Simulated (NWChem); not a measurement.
Ge cation, doublet

Results from NWChem. Pople sets run with spherical d functions. Spin-unrestricted. The open p shell is one determinant without spherical averaging. No stability test was run on the SCF state. Fermi-contact couplings, non-relativistic, static geometry.

```
level          basis functions   <S²>  relative time
-------------  ---------------  -----  -------------
PBE/6-31G*                  32  0.752              1
PBE/def2-SVP                32  0.752              1
PBE/def2-TZVP               48  0.752              2
PBE/cc-pVTZ                 43  0.752             10
```

Times are rough ratios from one shared machine.
